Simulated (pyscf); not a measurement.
Single points on ωB97X-D3(BJ)/def2-SVP structures (PySCF, gas phase).

SMILES: [CH3][GaH][CH2]F
```xyz
10

C     -1.2143    -0.2483    -2.3404
Ga    -1.0716     1.1790    -1.0042
C      0.6632     2.1152    -0.7579
F      1.6172     1.6282    -1.6508
H     -0.4262    -0.1575    -3.1030
H     -2.1999    -0.2653    -2.8304
H     -1.0817    -1.2237    -1.8401
H     -2.2779     1.6100    -0.0883
H      0.5603     3.2060    -0.9131
H      1.0483     1.9888     0.2719
```

Question: How much does it cost (ΔH, 298 K, ωB97M-D3(BJ)/def2-TZVP) to split H₃C–GaH–CH₂–F at its C–Ga bond into [H₃C–GaH]• + •H₂C–F?

Answer: C–Ga to [H₃C–GaH]• + •H₂C–F: 289.2 kJ/mol. The 7 functionals that were run give +269.1 (r²SCAN) to +302.0 kJ/mol (ωB97X-D3(BJ)/def2-TZVP). The radicals are drawn with the spin at the cut bond; how far it spreads was not checked. H₃C–GaH–CH₂–F lies 169.8 kJ/mol over its isomer H₃C–CH₂–GaH–F (electronic energy, ωB97M-D3(BJ)/def2-TZVP). Other isomers of [H₃C–GaH]• were not searched in full and may lie lower. Elements up to Kr have no core potential and no relativistic terms here.
